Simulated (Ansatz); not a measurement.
Geometry optimisation, Ansatz, UKS B3LYP/def2-SVP.

The input (input.yaml):

```yaml
crystal:
  periodic: [false, false, false]
  atoms:
    - { symbol: Sn, position_ang: [0.0, 0.0, 0.0] }
    - { symbol: H, position_ang: [0.0, 0.0, 1.99] }
    - { symbol: H, position_ang: [1.6408, 0.0, -0.5794] }
    - { symbol: O, position_ang: [-0.9232, 1.5994, -0.6527] }
    - { symbol: H, position_ang: [-1.881, 1.3686, -0.8751] }
    - { symbol: Cl, position_ang: [-1.1351, -1.9666, -0.8025] }
    - { symbol: Si, position_ang: [0.0, 0.0, 3.75] }
    - { symbol: H, position_ang: [-0.7436, -1.1581, 4.2374] }
    - { symbol: H, position_ang: [1.3747, -0.0649, 4.2374] }
    - { symbol: H, position_ang: [-0.6311, 1.223, 4.2374] }
magnetization:
  spin_polarized: true
  initial_magnetization: 1
basis:
  gaussian: { orbitals: def2-SVP }
hamiltonian:
  xc: b3lyp
relax:
  f_tol: 0.15
  max_steps: 25
  restrain:
    - { distance: [1, 6], at: 1.46, k: 30.0 }
    - { distance: [0, 1], at: 2.94, k: 30.0 }
```

Command:

```bash
$ ansatz run input.yaml --threads 4 --pin off --max-ram 5120MiB --backend cpu --events-out ev --progress --plain --runs-dir out
```

Problem. Where does it end, and by what steps?

Solution. The run converged. The restraints hold the end off the free minimum; the threshold counts their pulls, which the force column leaves out. Restrained pairs: H2–Si7 (1.76 → 1.48 Å), Sn1–H2 (1.99 → 2.94 Å). After 7 steps the energy has fallen by 0.705 eV (the restraints' own energy left out); H2 moved furthest, 0.61 Å.

```
step  energy less start (eV)  largest force component (eV/Å)  accepted
   0                  0.0000                           2.208       yes
   1                 -0.2084                           1.708       yes
   2                 -0.0510                           2.216       yes
   3                 -0.3946                           1.250       yes
   4                 -0.6207                           0.639       yes
   5                 -0.7008                           0.432       yes
   6                 -0.7053                           0.477       yes
   7                 -0.7047                           0.455       yes
```

```xyz
10
Properties=species:S:1:pos:R:3
Sn 0.034 -0.066 -0.338
H 0.009 0.016 2.604
H 1.592 0.030 -1.163
O -0.934 1.546 -1.044
H -1.898 1.465 -1.071
Cl -1.133 -1.980 -1.222
Si 0.008 0.002 4.079
H -0.750 -1.190 4.553
H 1.415 -0.067 4.566
H -0.640 1.246 4.580
```

The run took 27 s on 4 threads of Arm Neoverse V1 (shared host), peak memory 0.38 GiB.
